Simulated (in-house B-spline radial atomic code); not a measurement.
Configurations of the antimony ion Sb⁵⁺, with energies counted from [Kr] 4d10. Computed with an all-electron radial atomic-structure program (B-spline basis): scalar-relativistic (X2C) TPSSh, spin-polarised, spherical fractional occupations, exact exchange averaged over the configuration, Fermi nucleus of rms radius 4.6802 fm. Shells without spins written out take the highest spin.

Occupations are held fixed; configurations that lie above the ionisation limit could autoionise.

| configuration | E - E(ref) (eV) | highest orbital | its <r> (bohr) |
| --- | --- | --- | --- |
| [Ar] 3d10 4s2 4p5 4d10 5p1 | 113.61 | 5p up | 2.073 |
| [Ar] 3d10 4s2 4p5 4d10 4f1 | 132.69 | 4f up | 1.867 |
| [Ar] 3d9 4s2 4p6 4d10 5s1 | 527.75 | 5s up | 1.835 |
| [Ar] 3d9 4s2 4p6 4d10 5d1 | 556.73 | 5d up | 2.606 |

Q: Order these further configurations by energy, lowest first.
A. [Ar] 3d10 4s2 4p5 4d10 5f1
B. [Ar] 3d9 4s2 4p6 4d10 5p1
C. [Kr] 4d9 4f1
D. [Ar] 3d9 4s2 4p6 4d10 5f1
E. [Kr] 4d9 5s1

A: E (30.165 eV), C (61.595 eV), A (145.99 eV), B (540 eV), D (572.57 eV).
